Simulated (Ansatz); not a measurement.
Consider the ligand exchange at the Si–S bond: `CSS[SiH3]` + `C=CS` → `C=CS[SiH3]` + `CSS`.

Gas-phase electronic energies from Ansatz, PBE0-D4/def2-TZVP geometries. CBS: MP2 limit from def2 TZ/QZ plus the TZ coupled-cluster correction, frozen cores. This one scheme is used for every species. DFT in def2-TZVPP. B3LYP here is the variant with VWN-RPA as its local correlation; programs differ in this. Each species was taken in one conformer, which may not be the lowest.

| level | ΔE (kJ/mol) |
| --- | --- |
| LDA (SPW92) | 5.8 |
| revPBE-D4 | 4.8 |
| r2SCAN-D4 | 4.2 |
| r2SCANh-D4 | 4.0 |
| CAM-B3LYP-D4 | 3.0 |
| B3LYP | 1.4 |
| BHLYP | 0.9 |
| LC-ωPBE | 1.8 |

**Question.** What does CCSD(T)/CBS give? (Best estimate.)

**Answer.** Ansatz gave: +4.0 kJ/mol. The listed levels differ from it by 1.8, 0.8, 0.2, 0.0, -1.0, -2.6, -3.1, -2.2 kJ/mol.

Largest T1 diagnostic among the species: 0.012.

Leaving LDA and LC-ωPBE aside and taking each functional with its dispersion term where it has one, the values, not all of them listed here, spread over 2.4 kJ/mol, from B2PLYP to PBE-D4. In def2-TZVPP, CCSD(T) changes the Hartree–Fock value by +4.5 kJ/mol (the triples alone add +0.9 kJ/mol) and MP2 by +5.1 kJ/mol.
